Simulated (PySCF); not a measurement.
PBE0-D3(BJ)/def2-SVP geometry optimisation, IEF-PCM water with PySCF 2.14 and geomeTRIC: [Rh(PH3)4]2+, charge 2, multiplicity 2. Start (model start, shaken):

```
17

Rh    0.0000    0.0045   -0.0041
P     2.3666   -0.0068   -0.0149
H     3.0693    1.2621   -0.0074
H     3.0591   -0.6136    1.0809
H     3.0700   -0.6349   -1.0760
P    -2.3696   -0.0202   -0.0069
H    -3.0970   -1.2613   -0.0276
H    -3.0720    0.6020    1.0796
H    -3.0661    0.6182   -1.1133
P    -0.0081    2.3793    0.0017
H    -0.0230    3.0613    1.2273
H     1.0634    3.0843   -0.6331
H    -1.0761    3.0817   -0.6297
P    -0.0017   -2.3783    0.0010
H    -0.0184   -3.0673   -1.2216
H     1.0524   -3.0555    0.6228
H    -1.0852   -3.0384    0.6324
```

```json
{"step": "0", "E − E(start) / kcal mol⁻¹": "0.00", "largest force / Eh bohr⁻¹": "0.02612"}
{"step": "1", "E − E(start) / kcal mol⁻¹": "-4.66", "largest force / Eh bohr⁻¹": "0.00676"}
{"step": "2", "E − E(start) / kcal mol⁻¹": "-4.10", "largest force / Eh bohr⁻¹": "0.00783"}
{"step": "3", "E − E(start) / kcal mol⁻¹": "-5.24", "largest force / Eh bohr⁻¹": "0.00250"}
{"step": "4", "E − E(start) / kcal mol⁻¹": "-5.43", "largest force / Eh bohr⁻¹": "0.00102"}
{"step": "5", "E − E(start) / kcal mol⁻¹": "-5.45", "largest force / Eh bohr⁻¹": "0.00065"}
{"step": "6", "E − E(start) / kcal mol⁻¹": "-5.46", "largest force / Eh bohr⁻¹": "0.00016"}
```

The optimisation met its thresholds. End point:

```
17

Rh   -0.0076    0.0016   -0.0061
P     2.3411   -0.0027    0.0032
H     3.0185    1.2363   -0.0291
H     2.9258   -0.6432    1.1183
H     2.9290   -0.6944   -1.0798
P    -2.3563    0.0040   -0.0173
H    -3.0318   -1.2364   -0.0031
H    -2.9466    0.6795    1.0746
H    -2.9405    0.6588   -1.1245
P    -0.0447    2.3505   -0.0372
H    -0.0498    2.9235    1.2544
H     1.0495    2.9996   -0.6504
H    -1.1514    2.9804   -0.6489
P     0.0281   -2.3469    0.0290
H     0.0233   -2.9252   -1.2602
H     1.1389   -2.9756    0.6346
H    -1.0615   -2.9931    0.6535
```

Metal–donor distances, start → end: P2 2.367 → 2.349 Å, P6 2.370 → 2.349 Å, P10 2.375 → 2.349 Å, P14 2.383 → 2.349 Å.

No frequencies were computed, so the end point may be a saddle point.

The job took 6.2 min on one thread of Intel Xeon Platinum 8375C @ 2.90GHz (shared host), with 163 basis functions and a peak of 1.4 GiB, launched as `OMP_NUM_THREADS=1 python lf_run.py task.json out`.
